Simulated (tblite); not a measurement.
C5H7O2S (doublet state).
Numbering: `[CH2:1]=[C:2][CH2:3][S:4](=[O:5])(=[O:6])[CH:7]=[CH2:8]` (hydrogens: H9, H10 on C1; H11, H12 on C3; H13 on C7; H14, H15 on C8)

Geometry (GFN2-xTB, Å), atoms numbered from 1 in this order:
```
atom  x, y, z in Å
C1    -2.982   -0.339    0.150
C2    -1.911   -1.057    0.155
C3    -0.541   -1.156   -0.079
S4     0.145    0.553   -0.747
O5    -0.374    0.745   -2.077
O6    -0.140    1.563    0.238
C7     1.942    0.346   -0.862
C8     2.704    0.773    0.121
H9    -3.945   -0.723    0.452
H10   -2.974    0.705   -0.159
H11   -0.272   -1.841   -0.879
H12    0.056   -1.317    0.815
H13    2.261   -0.187   -1.739
H14    3.773    0.636    0.141
H15    2.255    1.307    0.942
```

Structure optimised with GFN2-xTB, isolated species. This method treats the open shell by occupation alone, without spin polarisation.

Take the most abundant isotopes and a rigid rotor. The values belong to one conformer with, in the numbering `[CH2:1]=[C:2][CH2:3][S:4](=[O:5])(=[O:6])[CH:7]=[CH2:8]`, C1–C2–C3–S4 -1°, C2–C3–S4–O5 -70°, C3–S4–C7–C8 -97°.

(1) What are A, B and C (GHz)?

(2) Classify the top.

(3) What does the inertial defect say?

(4) Give the other two planar moments, Paa and Pbb, and the rms extents of the mass along the axes.

(5) Estimate the classical rotational partition function at 25 K, 50 K and 500 K.

Results:

(1) Ia = 144.08, Ib = 427.79, Ic = 447.83 u·Å²; 505379 MHz·u·Å²/I gives 3508, 1181 and 1128 MHz, that is A = 3.5076, B = 1.1814, C = 1.1285 GHz.

(2) A near-prolate asymmetric top: κ = (2 × 1181 − 3508 − 1128)/(3508 − 1128) = -0.96.

(3) Not planar: Δ = Ic − Ia − Ib = -124.04 u·Å². For a rigid frame Δ = −2 Σ m c², so Σ m c² = 62.02 u·Å² lies off the ab plane: 8.72 from hydrogen and 53.30 from heavier atoms. The atom farthest from that plane is 1.79 Å away.

(4) Paa = Σ m a² = (Ib + Ic − Ia)/2 = 365.77 and Pbb = Σ m b² = (Ia + Ic − Ib)/2 = 82.06 u·Å². With the mass M = 131.02 u, the rms extents √(P/M) along a, b and c are 1.67, 0.79, 0.69 Å.

(5) Point group C1, symmetry number σ = 1; q = (√π/σ)·√((kT/h)³/(ABC)), k/h = 20836.6 MHz/K: 9740 at 25 K, 27600 at 50 K, 872000 at 500 K.

For this open shell read J as N, the rotation without spin; fine and hyperfine splittings come on top. Its lowest GFN2-xTB frequency is 10 cm⁻¹, too small to tell a flat minimum from a shallow saddle. Constants of a rigid frame at the computed geometry: no zero-point averaging, no centrifugal distortion.
